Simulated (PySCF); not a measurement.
Geometries of 3 isomers of C3H5NOSi, from PySCF, PBE0-D3(BJ)/def2-SVP geometry optimisation, gas phase. One conformer each, no zero-point energy, no frequencies.

Question: Which isomer lies lowest at this level?
A.
```xyz
11
angstrom
N     -2.602    0.321    0.429
C     -1.754    0.132   -0.613
O     -2.102    0.074   -1.772
C     -0.349    0.005   -0.214
C      0.830   -0.107    0.079
Si     2.614   -0.265    0.480
H     -3.591    0.397    0.230
H     -2.278    0.336    1.385
H      3.128   -1.553   -0.066
H      2.791   -0.244    1.961
H      3.352    0.878   -0.129
```
B.
```xyz
11
angstrom
O     -2.241   -1.553   -0.282
C     -1.837   -0.766    0.532
C     -0.505   -0.090    0.416
N     -0.082    0.735    1.312
Si     1.433    0.940    0.340
C      0.468   -0.297   -0.731
H     -2.414   -0.472    1.444
H      2.668    0.464    1.026
H      1.633    2.320   -0.184
H      0.079    0.028   -1.708
H      0.836   -1.330   -0.827
```
C.
```xyz
11
angstrom
C      2.338   -0.207    0.301
C      1.093    0.108   -0.046
O      0.007   -0.455    0.549
Si    -1.544   -0.556   -0.028
C     -2.034    1.119   -0.683
N     -2.317    2.165   -1.096
H      2.537   -0.951    1.075
H      3.176    0.293   -0.185
H      0.874    0.863   -0.813
H     -2.423   -0.895    1.112
H     -1.671   -1.508   -1.161
```

Answer: C. That is `C=CO[SiH2]C#N`, 15.6 kcal/mol below the next.

| SMILES | atoms numbered as above | E (Eh) | relative (kcal/mol) | relative (kJ/mol) | dipole (D) |
| --- | --- | --- | --- | --- | --- |
| C=CO[SiH2]C#N | [CH2:1]=[CH:2][O:3][SiH2:4][C:5]#[N:6] | -536.10508 | 0.0 | 0.0 | 2.51 |
| O=CC1=N[SiH2]C1 | [O:1]=[CH:2][C:3]1=[N:4][SiH2:5][CH2:6]1 | -536.08018 | 15.6 | 65.4 | 2.19 |
| NC(=O)C#C[SiH3] | [NH2:1][C:2](=[O:3])[C:4]#[C:5][SiH3:6] | -536.07127 | 21.2 | 88.7 | 3.74 |

As drawn, the lowest has a C≡N group, an Si–O bond and a C=C bond outside aromatic rings, which the highest lacks; the highest has a C=O bond, a C≡C bond and an N–H bond, which the lowest lacks.
